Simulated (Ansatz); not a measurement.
Program: Ansatz. Geometries: PBE0-D4/def2-TZVP. ΔE: electronic, gas phase. CCSD(T)/CBS is the MP2 limit (def2-TZVPP, def2-QZVPP) plus CCSD(T) − MP2 in def2-TZVPP, frozen cores. This one scheme is used for every species. Functionals use def2-TZVPP.

Reaction (hydrogenolysis of a C–F bond): `FC1CC(F)(F)C1(F)F` + H₂ → `F[C@@H]1C[C@@H](F)C1(F)F` + H–F

```csv
species,r2SCANh energy (Eh)
`FC1CC(F)(F)C1(F)F`,-653.37358
H₂,-1.17097
`F[C@@H]1C[C@@H](F)C1(F)F`,-554.12544
H–F,-100.44147
```

Task: Work out ΔE.

Result: ΔE = (-554.12544) + (-100.44147) − (-653.37358) − (-1.17097) = -0.02236 Eh = -14.0 kcal/mol. CCSD(T)/CBS gives -18.2 kcal/mol.

Task: What do rigid-rotor, harmonic-oscillator terms from PBE0-D4/def2-TZVP frequencies (298.15 K, 1 bar) make of the CCSD(T)/CBS value? (Best estimate.)

Result: Computed: ΔZPE = +4.7 kcal/mol, ΔH = -13.9 kcal/mol, ΔS = 28 J/(mol·K), ΔG = -15.9 kcal/mol.

Largest T1 diagnostic among the species: 0.012.

At CCSD(T), def2-SVP lies +5.6 kcal/mol from the extrapolated value and def2-TZVPP +1.2 kcal/mol. Leaving LDA and LC-ωPBE aside and taking each functional with its dispersion term where it has one, the values, not all of them listed here, spread over 4.1 kcal/mol, from PBE-QIDH to r2SCAN-D4. LDA lies +2.3 kcal/mol from PBE without D4.
